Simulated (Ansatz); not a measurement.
```yaml
crystal:
  periodic: [false, false, false]
  atoms:
    - {symbol: N, position_ang: [0.509079, -2.106292, 0.838196]}
    - {symbol: Cu, position_ang: [0.101942, -0.462672, 0.226051]}
    - {symbol: P, position_ang: [-0.374064, 1.468091, -0.451289]}
    - {symbol: F, position_ang: [-1.465810, 1.596903, -1.545227]}
    - {symbol: F, position_ang: [0.760075, 2.287943, -1.119263]}
    - {symbol: F, position_ang: [-0.899806, 2.545885, 0.535048]}
    - {symbol: H, position_ang: [-0.094552, -2.895047, 0.659384]}
    - {symbol: H, position_ang: [1.463146, -2.434801, 0.857100]}
basis:
  gaussian: {orbitals: "6-31G*", final_grid: {core_spheres: 5, valence_spheres: 4, degree: 11}}
hamiltonian: {xc: {name: HF}}
correlation: {active_space: {window: {electrons: 6, orbitals: 2}}}
```

```sh
$ ansatz run in.yaml --threads 2 --pin off --events-out ev --progress --plain --max-ram 32768MiB --backend cpu
```

Output, abridged:

```
Functional definition: HF
1071 factors; integrals over basis functions are off by at most 1.1e-3 eV
mean field evaluation 1: about -63484.4655 eV, gradient 7.3e1 eV
mean field evaluation 2: about -63484.5343 eV, gradient 7.3e1 eV
mean field evaluation 4: about -63493.4417 eV, gradient 1.6e1 eV
mean field evaluation 8: about -63493.8482 eV, gradient 1.2e0 eV
mean field evaluation 16: about -63493.8601 eV, gradient 1.3e-6 eV
mean field -63493.86012070 eV, -2333.3563217516 hartree, gradient 1.4e-6 eV, S^2 0.000000; 1 other end points of the search recorded, 0 dependent functions left out
reference -63493.86012070 eV, -2333.3563217516 hartree; 40, 40 occupied and 79, 79 virtual orbitals, 1071 factors
Error: 6 electrons in 2 orbitals form no window around the highest filled level of the reference
```

Question: Something in this input is off. What?

Answer: The active space doesn't fit the electrons. The run stopped with an error.
